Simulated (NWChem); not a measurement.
All runs are NWChem calculations. System: InO, charge 0, spin multiplicity 2, at a geometry optimised with UPBE/def2-SVP with def2 effective core potentials on In. The structure started from a generated list of species. Its SCF solution wasn't tested for a lower state. Level: UHF/def2-TZVP with def2 effective core potentials on In.

The NWChem input:

```
start mol
memory heap 200 mb stack 900 mb global 1100 mb
geometry units angstroms nocenter noautoz
  In     0.000000     0.000000     0.272862
  O      0.000000     0.000000    -1.671279
  symmetry group C2v
end
basis spherical
  * library def2-tzvp
end
ecp
  In library def2-ecp
end
scf
  uhf
  nopen 1
  maxiter 100
  thresh 1e-7
  semidirect memsize 60000000 filesize 0
  # guess.movecs holds the orbitals of an unrestricted PBE0 run
  vectors input guess.movecs output mol.movecs
end
task scf energy
```

NWChem printed:

```
             Northwest Computational Chemistry Package (NWChem) 7.3.0
             --------------------------------------------------------

                                NWChem Input Module
                                -------------------

 Scaling coordinates for geometry "geometry" by  1.889725989
 (inverse scale =  0.529177249)

 Turning off AUTOSYM since
 SYMMETRY directive was detected!

                             Geometry "geometry" -> ""
                             -------------------------

 Output coordinates in angstroms (scale by  1.889725989 to convert to a.u.)

  No.       Tag          Charge          X              Y              Z
 ---- ---------------- ---------- -------------- -------------- --------------
    1 In                  49.0000     0.00000000     0.00000000     0.27286200
    2 O                    8.0000     0.00000000     0.00000000    -1.67127900

 Effective nuclear repulsion energy (a.u.)     106.6987845058

            Nuclear Dipole moment (a.u.)
            ----------------------------
        X                 Y               Z
 ---------------- ---------------- ----------------
     0.0000000000     0.0000000000     0.0000113384

      Symmetry information
      --------------------

 Group name             C2v
 Group number             16
 Group order               4
 No. of unique centers     2

      Symmetry unique atoms

     1    2


 Summary of "ao basis" -> "" (spherical)
 ------------------------------------------------------------------------------
       Tag                 Description            Shells   Functions and Types
 ---------------- ------------------------------  ------  ---------------------
 *                         def2-tzvp                  on all atoms

 Summary of "ao basis" -> "ao basis" (spherical)
 ------------------------------------------------------------------------------
       Tag                 Description            Shells   Functions and Types
 ---------------- ------------------------------  ------  ---------------------
 In                        def2-tzvp                16       50   6s5p3d2f
 O                         def2-tzvp                11       31   5s3p2d1f

                                 NWChem SCF Module
                                 -----------------

  ao basis        = "ao basis"
  functions       =    81
  atoms           =     2
  alpha electrons =    15
  beta  electrons =    14
  charge          =   0.00
  wavefunction    = UHF
  use symmetry    = T
  symmetry adapt  = T

 Summary of "ao basis" -> "ao basis" (spherical)
 ------------------------------------------------------------------------------
       Tag                 Description            Shells   Functions and Types
 ---------------- ------------------------------  ------  ---------------------
 In                        def2-tzvp                16       50   6s5p3d2f
 O                         def2-tzvp                11       31   5s3p2d1f

      Symmetry analysis of basis
      --------------------------

        a1         35
        a2          8
        b1         19
        b2         19

 Forming initial guess at       0.1s

   Symmetry analysis of molecular orbitals - initial alpha
   -------------------------------------------------------

  Numbering of irreducible representations:

     1 a1          2 a2          3 b1          4 b2

  Orbital symmetries:

     1 a1          2 a1          3 b2          4 b1          5 a1
     6 a1          7 a2          8 a1          9 b2         10 b1
    11 a1         12 a1         13 b1         14 b2         15 a1
    16 b2         17 b1         18 a1         19 b2         20 b1
    21 a1         22 a1         23 a2         24 a1         25 b1

   Symmetry analysis of molecular orbitals - initial beta
   ------------------------------------------------------

  Numbering of irreducible representations:

     1 a1          2 a2          3 b1          4 b2

  Orbital symmetries:

     1 a1          2 a1          3 b2          4 b1          5 a1
     6 a1          7 a2          8 a1          9 b2         10 b1
    11 a1         12 a1         13 b1         14 b2         15 a1
    16 b1         17 b2         18 a1         19 b1         20 b2
    21 a1         22 a2         23 a1         24 a1         25 b1

 Starting SCF solution at       0.1s

 ----------------------------------------------
         Quadratically convergent UHF

 Convergence threshold     :          1.000E-07
 Maximum no. of iterations :          100
 Integral*density screening:          1.000E-09
 ----------------------------------------------

              iter       energy          gnorm     gmax       time
             ----- ------------------- --------- --------- --------
                 1     -264.0417999348  4.37D-01  1.11D-01      1.2
                 2     -264.0656645097  1.59D-01  4.04D-02      1.3
                 3     -264.0704132099  2.21D-02  6.27D-03      1.4
                 4     -264.0706006832  5.91D-04  1.24D-04      1.5
                 5     -264.0706008754  3.94D-07  1.38D-07      1.8
                 6     -264.0706008754  3.78D-09  9.86D-10      2.0

       Final UHF  results
       ------------------

         Total SCF energy =   -264.070600875397
      One electron energy =   -530.219583188870
      Two electron energy =    220.420931810989
 Nuclear repulsion energy =     45.728050502484

                       Sz =      0.5000
                 Sz(Sz+1) =      0.7500
                      S^2 =      0.7937

        Time for solution =      1.9s

       Symmetry analysis of molecular orbitals - alpha
[...]
       Symmetry analysis of molecular orbitals - beta
       ----------------------------------------------

  Numbering of irreducible representations:

     1 a1          2 a2          3 b1          4 b2

  Orbital symmetries:

     1 a1          2 a1          3 b2          4 b1          5 a1
     6 a1          7 a2          8 a1          9 b2         10 b1
    11 a1         12 b2         13 b1         14 a1         15 b1
    16 b2         17 a1         18 a1         19 b1         20 b2
    21 a1         22 a1         23 a2         24 b2         25 b1

          Final alpha eigenvalues
          -----------------------

              1
    1  -20.5383
    2   -5.3870
    3   -3.6415
    4   -3.6415
    5   -3.6402
    6   -1.2672
    7   -1.0278
    8   -1.0278
    9   -1.0256
   10   -1.0256
   11   -1.0177
   12   -0.5969
   13   -0.4702
   14   -0.4702
   15   -0.3594
   16    0.0252
   17    0.0252
   18    0.0720
   19    0.1504
   20    0.1504
   21    0.1947
   22    0.2647
   23    0.2647
   24    0.2716
   25    0.3107

          Final beta eigenvalues
          ----------------------

              1
    1  -20.5018
    2   -5.3864
    3   -3.6421
    4   -3.6421
    5   -3.6349
    6   -1.1290
    7   -1.0285
    8   -1.0285
    9   -1.0250
   10   -1.0250
   11   -0.9858
   12   -0.4166
   13   -0.4166
   14   -0.3786
   15    0.0283
   16    0.0283
   17    0.0455
   18    0.0987
   19    0.1498
   20    0.1498
   21    0.2170
   22    0.2626
   23    0.2626
   24    0.3169
   25    0.3169

                    UHF Final Alpha Molecular Orbital Analysis
                    ------------------------------------------

 Vector   13  Occ=1.000000D+00  E=-4.702303D-01  Symmetry=b1
              MO Center=  8.8D-16,  1.1D-16, -1.6D+00, r^2= 7.8D-01
   Bfn.  Coefficient  Atom+Function         Bfn.  Coefficient  Atom+Function
  ----- ------------  ---------------      ----- ------------  ---------------
    56      0.458033  2 O  px                59      0.415439  2 O  px
    62      0.281715  2 O  px

 Vector   14  Occ=1.000000D+00  E=-4.702303D-01  Symmetry=b2
              MO Center=  2.9D-16, -9.7D-17, -1.6D+00, r^2= 7.8D-01
   Bfn.  Coefficient  Atom+Function         Bfn.  Coefficient  Atom+Function
  ----- ------------  ---------------      ----- ------------  ---------------
    57      0.458033  2 O  py                60      0.415439  2 O  py
    63      0.281715  2 O  py

 Vector   15  Occ=1.000000D+00  E=-3.594203D-01  Symmetry=a1
              MO Center=  3.8D-15,  5.5D-15,  7.5D-01, r^2= 2.5D+00
   Bfn.  Coefficient  Atom+Function         Bfn.  Coefficient  Atom+Function
  ----- ------------  ---------------      ----- ------------  ---------------
     2      0.572655  1 In s                  5      0.567713  1 In s
     6      0.527904  1 In s                  1     -0.421618  1 In s
     3     -0.334150  1 In s                  4     -0.263064  1 In s
    18      0.223234  1 In pz                15      0.175757  1 In pz
    12     -0.173545  1 In pz                58     -0.152246  2 O  pz

 Vector   16  Occ=0.000000D+00  E= 2.524112D-02  Symmetry=b1
              MO Center= -3.8D-15, -1.2D-16,  4.8D-01, r^2= 7.9D+00
   Bfn.  Coefficient  Atom+Function         Bfn.  Coefficient  Atom+Function
  ----- ------------  ---------------      ----- ------------  ---------------
    19      0.772684  1 In px                13      0.201245  1 In px
    10     -0.195762  1 In px                16      0.188724  1 In px

 Vector   17  Occ=0.000000D+00  E= 2.524112D-02  Symmetry=b2
              MO Center=  3.2D-16, -3.8D-15,  4.8D-01, r^2= 7.9D+00
   Bfn.  Coefficient  Atom+Function         Bfn.  Coefficient  Atom+Function
  ----- ------------  ---------------      ----- ------------  ---------------
    20      0.772684  1 In py                14      0.201245  1 In py
    11     -0.195762  1 In py                17      0.188724  1 In py

 Vector   18  Occ=0.000000D+00  E= 7.203342D-02  Symmetry=a1
              MO Center=  3.6D-15, -3.7D-15,  7.9D-01, r^2= 1.2D+01
   Bfn.  Coefficient  Atom+Function         Bfn.  Coefficient  Atom+Function
  ----- ------------  ---------------      ----- ------------  ---------------
    21      1.288337  1 In pz                18     -0.615055  1 In pz
    34      0.295175  1 In d  0              64     -0.214961  2 O  pz
     2     -0.165905  1 In s                  5     -0.156609  1 In s
    55     -0.154378  2 O  s

                     UHF Final Beta Molecular Orbital Analysis
                     -----------------------------------------

 Vector   12  Occ=1.000000D+00  E=-4.166028D-01  Symmetry=b2
              MO Center=  1.7D-17,  1.6D-15, -1.6D+00, r^2= 9.4D-01
   Bfn.  Coefficient  Atom+Function         Bfn.  Coefficient  Atom+Function
  ----- ------------  ---------------      ----- ------------  ---------------
    57      0.431304  2 O  py                60      0.392498  2 O  py
    63      0.308024  2 O  py

 Vector   13  Occ=1.000000D+00  E=-4.166028D-01  Symmetry=b1
              MO Center= -3.3D-15, -2.3D-17, -1.6D+00, r^2= 9.4D-01
   Bfn.  Coefficient  Atom+Function         Bfn.  Coefficient  Atom+Function
  ----- ------------  ---------------      ----- ------------  ---------------
    56      0.431304  2 O  px                59      0.392498  2 O  px
    62      0.308024  2 O  px

 Vector   14  Occ=1.000000D+00  E=-3.785972D-01  Symmetry=a1
              MO Center= -4.7D-14, -2.4D-14,  3.4D-01, r^2= 2.5D+00
   Bfn.  Coefficient  Atom+Function         Bfn.  Coefficient  Atom+Function
  ----- ------------  ---------------      ----- ------------  ---------------
     5      0.723844  1 In s                  2      0.696834  1 In s
     1     -0.513094  1 In s                  6      0.454291  1 In s
     3     -0.408220  1 In s                  4     -0.313183  1 In s

 Vector   15  Occ=0.000000D+00  E= 2.831828D-02  Symmetry=b1
              MO Center=  6.2D-14, -2.8D-16,  4.2D-01, r^2= 7.9D+00
   Bfn.  Coefficient  Atom+Function         Bfn.  Coefficient  Atom+Function
  ----- ------------  ---------------      ----- ------------  ---------------
    19      0.780375  1 In px                13      0.204835  1 In px
    10     -0.194491  1 In px                16      0.182036  1 In px
    62     -0.160261  2 O  px

 Vector   16  Occ=0.000000D+00  E= 2.831828D-02  Symmetry=b2
              MO Center= -1.9D-16,  2.7D-14,  4.2D-01, r^2= 7.9D+00
   Bfn.  Coefficient  Atom+Function         Bfn.  Coefficient  Atom+Function
  ----- ------------  ---------------      ----- ------------  ---------------
    20      0.780375  1 In py                14      0.204835  1 In py
    11     -0.194491  1 In py                17      0.182036  1 In py
    63     -0.160261  2 O  py

 Vector   17  Occ=0.000000D+00  E= 4.545685D-02  Symmetry=a1
              MO Center= -1.6D-14, -9.6D-15,  5.4D-01, r^2= 6.4D+00
   Bfn.  Coefficient  Atom+Function         Bfn.  Coefficient  Atom+Function
  ----- ------------  ---------------      ----- ------------  ---------------
    21      0.661271  1 In pz                 6      0.477398  1 In s
    64     -0.408171  2 O  pz                 5     -0.270409  1 In s
    34      0.237789  1 In d  0              12     -0.226870  1 In pz
    15      0.201561  1 In pz                58     -0.182523  2 O  pz

 center of mass
 --------------
 x =   0.00000000 y =   0.00000000 z =   0.06671123

 moments of inertia (a.u.)
 ------------------
         189.510882568924           0.000000000000           0.000000000000
           0.000000000000         189.510882568924           0.000000000000
           0.000000000000           0.000000000000           0.000000000000

  Mulliken analysis of the total density
  --------------------------------------

    Atom       Charge   Shell Charges
 -----------   ------   -------------------------------------------------------
    1 In  21    20.37   0.40 -0.84  1.58  0.85  1.05  0.79 -0.41  6.37  0.22  0.21  0.03  8.95  1.05  0.08  0.04  0.00
    2 O    8     8.63   0.79  1.18  0.60  0.98  0.37  1.75  1.90  1.04  0.00  0.01  0.00

  Mulliken analysis of the alpha density
  --------------------------------------

    Atom       Charge   Shell Charges
 -----------   ------   -------------------------------------------------------
    1 In  21    10.23   0.20 -0.42  0.79  0.43  0.49  0.42 -0.20  3.19  0.15  0.13  0.01  4.47  0.53  0.03  0.02  0.00
    2 O    8     4.77   0.40  0.59  0.31  0.51  0.17  1.09  1.16  0.55  0.00  0.00  0.00

   Mulliken analysis of the beta density
   -------------------------------------

    Atom       Charge   Shell Charges
 -----------   ------   -------------------------------------------------------
    1 In  21    10.14   0.20 -0.42  0.79  0.42  0.56  0.37 -0.20  3.18  0.07  0.08  0.02  4.47  0.52  0.05  0.02  0.00
    2 O    8     3.86   0.40  0.59  0.29  0.48  0.21  0.66  0.74  0.49  0.00  0.00  0.00

   Mulliken analysis of the spin density
   -------------------------------------

    Atom       Charge   Shell Charges
 -----------   ------   -------------------------------------------------------
    1 In  21     0.09  -0.00  0.00 -0.01  0.00 -0.07  0.05 -0.00  0.00  0.09  0.05 -0.00  0.00  0.00 -0.02  0.00  0.00
    2 O    8     0.91   0.00 -0.00  0.02  0.03 -0.04  0.42  0.42  0.05  0.00  0.00  0.00

       Multipole analysis of the density wrt the origin
       ------------------------------------------------

     L   x y z        total         alpha         beta         nuclear
     -   - - -        -----         -----         ----         -------
     0   0 0 0     -0.000000    -15.000000    -14.000000     29.000000

     1   1 0 0      0.000000     -0.000000      0.000000      0.000000
     1   0 1 0      0.000000     -0.000000      0.000000      0.000000
     1   0 0 1      1.386002      9.007454      6.816300    -14.437752

     2   2 0 0    -19.570098     -9.849141     -9.720957      0.000000
     2   1 1 0      0.000000      0.000000      0.000000      0.000000
     2   1 0 1      0.000000     -0.000000      0.000000      0.000000
     2   0 2 0    -19.570098     -9.849141     -9.720957      0.000000
     2   0 1 1      0.000000     -0.000000      0.000000      0.000000
     2   0 0 2    -25.898344    -62.056352    -49.222265     85.380273

 Task  times  cpu:        2.0s     wall:        2.0s

 Total times  cpu:        2.1s     wall:        2.1s
```
